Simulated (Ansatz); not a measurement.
```yaml
crystal:
  periodic: [false, false, false]
  atoms:
    - {symbol: C, position_ang: [2.603218, 0.971319, -0.143788]}
    - {symbol: C, position_ang: [1.560138, 0.092935, 0.526084]}
    - {symbol: C, position_ang: [0.602441, -0.596004, -0.446750]}
    - {symbol: C, position_ang: [-0.245372, 0.381019, -1.264602]}
    - {symbol: C, position_ang: [-1.302012, 1.085691, -0.423522]}
    - {symbol: C, position_ang: [-2.197759, 0.080127, 0.287312]}
    - {symbol: C, position_ang: [-1.380114, -0.899541, 1.118086]}
    - {symbol: C, position_ang: [-0.315439, -1.587182, 0.271635]}
    - {symbol: H, position_ang: [3.164932, 0.410692, -0.896979]}
    - {symbol: H, position_ang: [2.152866, 1.832508, -0.642674]}
    - {symbol: H, position_ang: [3.319860, 1.356901, 0.585090]}
    - {symbol: H, position_ang: [2.067232, -0.686219, 1.156721]}
    - {symbol: H, position_ang: [2.067232, -0.686219, 1.106721]}
    - {symbol: H, position_ang: [1.224828, -1.165423, -1.149593]}
    - {symbol: H, position_ang: [-0.749902, -0.182877, -2.058837]}
    - {symbol: H, position_ang: [0.391091, 1.112510, -1.770137]}
    - {symbol: H, position_ang: [-0.819410, 1.731879, 0.319195]}
    - {symbol: H, position_ang: [-1.901811, 1.745991, -1.057167]}
    - {symbol: H, position_ang: [-2.929292, 0.596411, 0.916316]}
    - {symbol: H, position_ang: [-2.771069, -0.479005, -0.463507]}
    - {symbol: H, position_ang: [-0.907309, -0.364246, 1.949421]}
    - {symbol: H, position_ang: [-2.034731, -1.649615, 1.572199]}
    - {symbol: H, position_ang: [0.282018, -2.264939, 0.890554]}
    - {symbol: H, position_ang: [-0.815126, -2.211008, -0.479749]}
basis:
  gaussian: {orbitals: 6-31G, final_grid: {core_spheres: 5, valence_spheres: 4, degree: 11}}
hamiltonian: {xc: {name: wB97X}}
scf: {lower_state_search: light}
```

```sh
$ ansatz run in.yaml --threads 4 --pin off --events-out ev --progress --plain --max-ram 66560MiB --backend cpu
```

It prints (some lines left out):

```
Functional definition: wB97X
1527 factors; integrals over basis functions are off by at most 1.7e-4 eV
495 factors; integrals over basis functions are off by at most 3.6e-6 eV
mean field evaluation 1: about -8297.7577 eV, gradient 4.0e1 eV
mean field evaluation 2: about -8300.2247 eV, gradient 2.7e1 eV
mean field evaluation 4: about -8302.0240 eV, gradient 1.0e0 eV
mean field evaluation 8: about -8302.7039 eV, gradient 8.2e-2 eV
mean field evaluation 16: about -8302.7040 eV, gradient 7.0e-5 eV
mean field -8302.70398389 eV, -305.1187436332 hartree, gradient 7.6e-5 eV, S^2 0.000000; 0 other end points of the search recorded, 0 dependent functions left out
reference -8302.70392674 eV, -305.1187415328 hartree; 32, 32 occupied and 72, 72 virtual orbitals, 1527 factors
Total energy: -8302.70392674 eV, -305.1187415328 hartree
```

What is wrong with this run?

One atom was put on top of another. Self-consistency was reached. The result belongs to that input, not to the molecule as meant.
